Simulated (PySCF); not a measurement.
Predicted microwave data (PBE0/pcSseg-1 in PySCF (dipole) on a GFN2-xTB geometry, gas phase) for one isomer of C6H11NSi:

| Property | Result |
| --- | --- |
| Rotational constants | A = 1924, B = 1504, C = 936.4 MHz |
| Dipole components | \|μa\| = 0.80 D, \|μb\| = 1.26 D, \|μc\| = 0.15 D |
| Inertial defect | -59.07 u·Å² |
| κ | 0.15 |

Question: Which structure is it? (One computed conformer of each.)
A. `[CH3:1][CH2:2][Si@H:3]1[CH2:4][C@H:5]([C:6]#[N:7])[CH2:8]1` with C1–C2–Si3–C4 80°
B. `[NH2:1][SiH2:2][C:3]#[C:4][CH2:5][CH:6]1[CH2:7][CH2:8]1` with H–N1–Si2–C3 -67° and 69°, C4–C5–C6–C7 -151°
C. `[CH2:1]=[CH:2][CH2:3][N:4]([SiH3:5])[C:6]1=[CH:7][CH2:8]1` with C1–C2–C3–N4 114°, C2–C3–N4–Si5 86°, C3–N4–C6–C7 -7°
D. `[CH2:1]=[C:2]([C:3]#[N:4])[CH2:5][SiH2:6][CH2:7][CH3:8]` with C1–C2–C5–Si6 95°, C2–C5–Si6–C7 65°, C5–Si6–C7–C8 -179°

Answer: C. It is C=CCN([SiH3])C1=CC1, an asymmetric top, point group C1. The candidates at the same level (rigid rotor, commonest isotopes):

| SMILES | A (MHz) | B (MHz) | C (MHz) | μa (D) | μb (D) | μc (D) | Δ (u·Å²) | point group | rotor |
| --- | --- | --- | --- | --- | --- | --- | --- | --- | --- |
| C=CCN([SiH3])C1=CC1 | 1924 | 1504 | 936.4 | 0.80 | 1.26 | 0.15 | -59.07 | C1 | asymmetric top |
| C=C(C#N)C[SiH2]CC | 2370 | 1064 | 828.7 | 0.65 | 3.20 | 0.36 | -78.46 | C1 | asymmetric top |
| N[SiH2]C#CCC1CC1 | 4277 | 596.6 | 541.8 | 1.96 | 0.96 | 0.11 | -32.55 | C1 | near-prolate asymmetric top |
| CC[Si@H]1C[C@H](C#N)C1 | 5092 | 811.7 | 778.3 | 4.55 | 0.83 | 1.93 | -72.53 | C1 | near-prolate asymmetric top |

`C=C(C#N)C[SiH2]CC` has B 29 % too low; `CC[Si@H]1C[C@H](C#N)C1` has A 165 % too high; `N[SiH2]C#CCC1CC1` has A 122 % too high. No structure here is proved a minimum.
